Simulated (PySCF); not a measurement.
# Computed records: BClH₄N₂

Calculation on a computer-drawn molecule: the log of a Hartree-Fock and frozen-core CCSD(T) single point meant for a local Hartree-Fock minimum, with one planted fault or none, to be diagnosed. Offsets are logged minus clean, where the clean run is the same molecule without the fault. The reference is restricted for singlets and unrestricted otherwise, and also for a bond in bohr or an excited solution. Adding or removing an electron swaps singlet and doublet. The excited solution moves the top pair (singlet) or top alpha electron (doublet) to the lowest empty orbital. Highest occupied and lowest empty are orbital energies over both spins, largest force is the largest gradient component, triples share is (T) over the correlation energy, the T1 limit is 0.02 restricted and 0.045 unrestricted, electrons count all cores, a negative frequency is imaginary (commonest isotopes), and the dipole is about the centre of nuclear charge. Program: PySCF 2.14.0.

```xyz
8
formula=BClH4N2 meant_charge=0 meant_multiplicity=1 meant_basis=cc-pV(D+d)Z logged_electrons=40 logged_basis_functions=28 logged_SCF_converged=yes logged_spin_squared=0 logged_highest_occupied=-8.9943 logged_lowest_empty=9.9054 logged_largest_force=0.028154 logged_T1_diagnostic=0.013259 logged_D1_diagnostic=0.062773 logged_triples_share=0.02174 logged_CC_converged=yes logged_dipole_magnitude=3.5183 logged_SCF_stable_within_its_kind=yes logged_energy_HF=-588.89317 logged_energy_CCSD(T)=-589.06546 possible_faults=no_fault,one_electron_removed,one_electron_added,multiplicity_raised_by_two,geometry_at_a_saddle_point,SCF_held_on_an_excited_solution,minimal_basis_STO-3G,one_bond_length_entered_in_bohr,all_coordinates_scaled
N     -3.0137    -1.2039    -0.9733
B     -2.3759    -2.2928    -0.3604
N     -1.6182    -2.2157     0.8177
Cl    -2.5423    -3.9126    -1.1459
H     -3.5440    -1.3012    -1.8113
H     -2.9765    -0.2752    -0.6111
H     -1.1805    -3.0146     1.2218
H     -1.4733    -1.3653     1.3186
```

Units: logged_highest_occupied, logged_lowest_empty in eV; logged_largest_force in hartree/bohr; logged_dipole_magnitude in debye; logged_energy_HF, logged_energy_CCSD(T) in hartree.

Drawn bonds:
```tsv
atom	other atom	order
1	2	1
2	3	1
2	4	1
1	5	1
1	6	1
3	7	1
3	8	1
```

To be estimated
1. Which fault was planted in the run of BClH₄N₂?

## Answers
1. minimal basis STO-3G

Further results for BClH₄N₂:

| Property | Result |
| --- | --- |
| HF energy offset from clean run | 4190 kcal/mol |
| CCSD(T) energy offset from clean run | 4466 kcal/mol |
